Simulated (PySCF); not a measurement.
CH6Cl2OSi2.
Geometry (PBE0-D3(BJ)/def2-SVP, Å), atoms numbered from 1 in this order:
```
atom  x, y, z in Å
Si1    1.7991    0.9169   -0.1899
O2     1.0319   -0.5493    0.0153
Si3   -0.3736   -1.2903    0.4064
Cl4   -0.1151   -2.3865    2.1365
C5    -1.6927   -0.0062    0.7835
Cl6   -1.8219    1.0952   -0.6257
H7     3.2521    0.7022    0.0542
H8     1.5870    1.4085   -1.5793
H9     1.2697    1.9100    0.7911
H10   -0.7840   -2.2114   -0.6778
H11   -2.6775   -0.4636    0.9581
H12   -1.4298    0.5947    1.6664
```

Theory: PySCF 2.14.0, PBE0-D3(BJ)/def2-SVP geometry optimisation, gas phase.

Take the most abundant isotopes and a rigid rotor. The values belong to one conformer with, in the numbering `[SiH3:1][O:2][Si@@H:3]([Cl:4])[CH2:5][Cl:6]`, Si1–O2–Si3–Cl4 -116°, O2–Si3–C5–Cl6 55°.

Give the principal moments of inertia and the rotational constants in MHz.

Ia = 307.47, Ib = 467.97, Ic = 720.24 u·Å²; 505379 MHz·u·Å²/I gives A = 1644, B = 1080, C = 701.7 MHz.

What kind of rotor is it?

An asymmetric top. Ray's parameter κ = (2B − A − C)/(A − C) = -0.197; −1 is the prolate and +1 the oblate limit.

Is it planar, by Δ = Ic − Ia − Ib?

Not planar: Δ = Ic − Ia − Ib = -55.20 u·Å². For a rigid frame Δ = −2 Σ m c², so Σ m c² = 27.60 u·Å² lies off the ab plane: 9.60 from hydrogen and 18.00 from heavier atoms. The atom farthest from that plane is 1.96 Å away.

Give the other two planar moments, Paa and Pbb, and the rms extents of the mass along the axes.

Paa = Σ m a² = (Ib + Ic − Ia)/2 = 440.37 and Pbb = Σ m b² = (Ia + Ic − Ib)/2 = 279.87 u·Å². With the mass M = 159.93 u, the rms extents √(P/M) along a, b and c are 1.66, 1.32, 0.42 Å.

Where do the levels up to J = 5 lie, in MHz?

Above 0(0,0):
J = 1: 1(0,1) 1782, 1(1,1) 2345, 1(1,0) 2724
J = 2: 2(0,2) 5208, 2(1,2) 5530, 2(1,1) 6665, 2(2,1) 8356, 2(2,0) 8493
J = 3: 3(0,3) 10095, 3(1,3) 10234, 3(1,2) 12470, 3(2,2) 13701, 3(2,1) 14296, 3(3,1) 17540, 3(3,0) 17573
J = 4: 4(0,4) 16353, 4(1,4) 16403, 4(1,3) 19972, 4(2,3) 20718, 4(2,2) 22175, 4(3,2) 24867, 4(3,1) 25080, 4(4,1) 29972, 4(4,0) 29978
J = 5: 5(0,5) 23987, 5(1,5) 24003, 5(1,4) 28961, 5(2,4) 29327, 5(2,3) 32008, 5(3,3) 34002, 5(3,2) 34716, 5(4,2) 39179, 5(4,1) 39236, 5(5,1) 45681, 5(5,0) 45683
Those of J = 1 are B + C, A + C and A + B.

Which types of transition are allowed, and where do some lines up to J = 5 fall?

The dipole components are |μa| = 0.38 D, |μb| = 0.58 D, |μc| = 0.54 D. Intensities carry the squares of the components, which stand as 0.43 : 1.00 : 0.86 (a : b : c). Some of the stronger lines:

| type | branch | J(Ka,Kc) | MHz | lower level (cm⁻¹) |
| --- | --- | --- | --- | --- |
| c | Q | 5(2,4) ← 5(1,4) | 366 | 0.966 |
| a | Q | 3(2,1) ← 3(2,2) | 595 | 0.457 |
| b | Q | 3(2,1) ← 3(1,2) | 1826 | 0.416 |
| c | Q | 5(3,3) ← 5(2,3) | 1995 | 1.068 |
| c | Q | 4(3,2) ← 4(2,2) | 2693 | 0.740 |
| b | Q | 5(3,2) ← 5(2,3) | 2709 | 1.068 |
| b | R | 2(0,2) ← 1(1,1) | 2863 | 0.078 |
| b | Q | 5(4,1) ← 5(3,2) | 4519 | 1.158 |
| b | R | 4(2,2) ← 3(3,1) | 4635 | 0.585 |
| a | R | 3(1,3) ← 2(1,2) | 4703 | 0.184 |
| b | R | 4(1,4) ← 3(0,3) | 6308 | 0.337 |
| b | R | 5(1,4) ← 4(2,3) | 8243 | 0.691 |
| c | R | 3(3,0) ← 2(2,0) | 9080 | 0.283 |
| a | R | 5(4,2) ← 4(4,1) | 9208 | 1.000 |
| b | R | 4(4,0) ← 3(3,1) | 12439 | 0.585 |
| c | R | 5(2,4) ← 4(1,4) | 12924 | 0.547 |
| b | R | 5(5,1) ← 4(4,0) | 15703 | 1.000 |

Stationary, but not proved a minimum. These are rigid-rotor constants of the computed structure; measured ground-state constants (B0) also hold zero-point vibration. A rigid rotor knows nothing of internal rotation, which can split or shift real lines. Quadrupole hyperfine structure (35Cl) is left out.
